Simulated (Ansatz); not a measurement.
## A geometry optimisation of BH6NSeSi with B3LYP-D3(BJ)/def2-SVP

The starting geometry of this gas-phase singlet was optimised with GFN2-xTB; its bonds are those of `[BH2-]1[NH2+][SiH2][Se]1`.

```xyz
10

B    -0.8297   -1.0082   -1.9212
N    -0.4180   -0.4551   -0.4841
Se   -0.9102    0.9261   -2.9863
Si   -0.3630    1.3405   -0.9123
H    -1.9169   -1.4563   -1.9267
H     0.0292   -1.6446   -2.4119
H    -1.1071   -0.7004    0.2167
H     0.4679   -0.8414   -0.1811
H    -1.3120    1.9269    0.0337
H     0.9980    1.7201   -0.5341
```

Predict what becomes of its bonds when it is optimised with B3LYP-D3(BJ)/def2-SVP.

It keeps its bonds, and is `[BH2-]1[NH2+][SiH2][Se]1`.

The energy falls by 0.11 eV over 21 steps:

```
step  E − E(last) (eV)
   1             0.114
   3             0.025
   5             0.023
   8             0.023
  10             0.023
  12             0.018
  14             0.009
  17             0.000
  19             0.000
  21             0.000
```

Final geometry (Å):

```json
{"atom": "B", "x (Å)": "-0.9217", "y (Å)": "-0.9586", "z (Å)": "-1.9225"}
{"atom": "N", "x (Å)": "-0.2570", "y (Å)": "-0.5021", "z (Å)": "-0.4975"}
{"atom": "Se", "x (Å)": "-0.4065", "y (Å)": "0.8309", "z (Å)": "-3.0487"}
{"atom": "Si", "x (Å)": "-0.3753", "y (Å)": "1.3120", "z (Å)": "-0.8888"}
{"atom": "H", "x (Å)": "-2.1211", "y (Å)": "-1.0275", "z (Å)": "-1.7689"}
{"atom": "H", "x (Å)": "-0.3732", "y (Å)": "-1.9250", "z (Å)": "-2.3967"}
{"atom": "H", "x (Å)": "-0.7643", "y (Å)": "-0.8582", "z (Å)": "0.3171"}
{"atom": "H", "x (Å)": "0.7095", "y (Å)": "-0.8308", "z (Å)": "-0.4341"}
{"atom": "H", "x (Å)": "-1.6258", "y (Å)": "1.7302", "z (Å)": "-0.1945"}
{"atom": "H", "x (Å)": "0.7736", "y (Å)": "2.0368", "z (Å)": "-0.2726"}
```

The end wasn't checked by frequencies. Run with Ansatz 0.2.0, 60 s on 2 threads of Intel(R) Xeon(R) Processor @ 2.70GHz, with other jobs on the host.
